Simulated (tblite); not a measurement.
Compound: C7H9O2P.
Z-matrix (Å and degrees, GFN2-xTB geometry), rows numbered from 1:
```
C 
C   1  1.3211
P   2  1.8156  1  118.86
C   3  1.8341  2  104.60  1  -126.07
O   3  1.4652  2  115.14  1     0.94
C   3  1.8056  2  104.14  1   125.17
C   6  1.3671  3  129.92  2  -122.26
C   7  1.4128  6  106.02  3   179.96
C   8  1.3618  7  105.92  6    -0.16
O   9  1.3398  8  110.90  7     0.01
H   1  1.0790  2  119.43  3    -0.08
H   1  1.0786  2  123.19  3   179.82
H   2  1.0802  1  123.20  3   179.83
H   4  1.0861  3  111.46  2   -57.40
H   4  1.0889  3  108.05  2    63.74
H   4  1.0890  3  107.96  2  -178.49
H   7  1.0703  6  125.88  3    -0.11
H   8  1.0707  7  127.22  6   179.60
H   9  1.0729  8  131.85  7  -179.98
```

Computed values, GFN2-xTB/tblite, gas phase, harmonic and unscaled. The method is semi-empirical: single wavenumbers can be off by several per cent or more. One conformer, not necessarily the lowest.

Harmonic wavenumbers (cm⁻¹): 34.5, 58.2, 97.5, 110.3, 168.8, 186.8, 213.3, 250.1, 288.8, 333.0, 397.6, 497.2, 560.2, 586.2, 620.9, 689.1, 752.4, 775.7, 826.8, 834.3, 847.8, 852.7, 857.8, 908.2, 913.0, 975.6, 1014.2, 1028.7, 1083.5, 1116.1, 1188.5, 1218.4, 1223.4, 1270.3, 1307.1, 1363.8, 1377.4, 1421.4, 1431.7, 1438.7, 1555.1, 1663.8, 3002.7, 3005.8, 3034.6, 3062.9, 3080.9, 3111.8, 3160.3, 3184.4, 3194.8.

A = 2065, B = 789.5, C = 775.7 MHz; mass 156.034 u (most abundant isotopes); point group C1, symmetry number 1.

**Question.** Zero-point energy?

**Answer.** Half the sum of the wavenumbers: 31089 cm⁻¹ = 88.89 kcal/mol.

**Question.** Give the ideal-gas entropy at 298.15 K and 1 bar in the rigid-rotor, harmonic-oscillator model (classical rotation).

**Answer.** Translation 41.07, rotation 29.92, vibration 33.68: S = 104.7 cal/(mol K).

**Question.** And Cp and H(298.15 K) − H(0)?

**Answer.** Cp = 41.68 cal/(mol K), of which vibrations give 33.73 (their classical limit is 51 R = 101.3); H(298.15 K) − H(0) = 7.53 kcal/mol without the zero-point energy, 5.16 from vibrations.

**Question.** What must be added to the electronic energy to get the Gibbs energy at 298.15 K and 1 bar?

**Answer.** ZPE + [H(298.15 K) − H(0)] − T·S = 88.89 + 7.53 − 31.21 = 65.21 kcal/mol.

**Question.** Which modes carry the vibrational entropy at 298.15 K?

**Answer.** 34.5 cm⁻¹: 5.55; 58.2 cm⁻¹: 4.52; 97.5 cm⁻¹: 3.50; 110.3 cm⁻¹: 3.26; 168.8 cm⁻¹: 2.45; 186.8 cm⁻¹: 2.26 cal/(mol K); the other 45 give 12.14 together.

Hindered rotation and anharmonicity are outside this model. Other conformers, if any are populated, would add a mixing term that is left out. The structure is chiral; the term R ln 2 for an equal mix with its mirror image is left out.
